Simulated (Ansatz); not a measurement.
Sn10O4H16⁻. Charge -1, multiplicity 2. Geometry PBE-D4/def2-SVP.

```xyz
30

Sn   -2.480   -1.316    0.472
Sn    0.483    1.262   -2.192
Sn    2.410   -2.532    0.096
Sn    0.572    2.609    2.500
Sn   -0.414   -3.297    0.452
Sn    1.759   -1.274   -2.430
Sn   -2.219    0.763   -1.445
Sn   -2.556    0.485    2.662
Sn    1.205    3.239   -0.283
Sn    1.391   -0.186    1.964
O     0.359    2.203   -4.022
O     3.003   -4.391   -0.697
O     2.773    1.513    2.279
O    -1.816    2.338    1.996
H    -4.162   -1.852    0.512
H     0.225    1.508   -4.695
H     3.077   -5.006    0.061
H     3.185    1.775    1.429
H    -1.105   -4.360   -0.769
H    -0.838   -4.169    1.927
H     0.740   -2.155   -3.557
H     3.171   -0.916   -3.412
H    -3.383    0.531   -2.730
H    -2.858    2.202   -0.625
H    -2.093    2.464    1.058
H    -4.158    0.976    3.188
H     0.684    4.732   -1.045
H     2.963    3.342   -0.414
H    -1.599    0.354    4.109
H     1.680   -0.841    3.610
```

In the def2 sets Sn takes a core potential; there is no spin–orbit coupling. Single mean-field runs in def2-TZVP are fitted with def2-universal-jkfit.

**Question.** Estimate the α-spin orbital energies around the gap (eV) in Ansatz with PBE-D4/def2-TZVP, PBE0-D4/def2-TZVP.

**Answer.** 
```tsv
orbital	PBE-D4/def2-TZVP	PBE0-D4/def2-TZVP
HOMO−5	-3.21	-4.14
HOMO−4	-3.07	-4.07
HOMO−3	-2.89	-3.80
HOMO−2	-2.87	-3.70
HOMO−1	-2.64	-3.51
HOMO	-1.42	-2.14
LUMO	0.05	0.68
LUMO+1	0.15	0.81
LUMO+2	0.25	0.91
LUMO+3	0.41	1.03
LUMO+4	0.60	1.22
LUMO+5	0.81	1.46
β HOMO	-2.52	-3.26
β LUMO	-1.01	-0.45
```
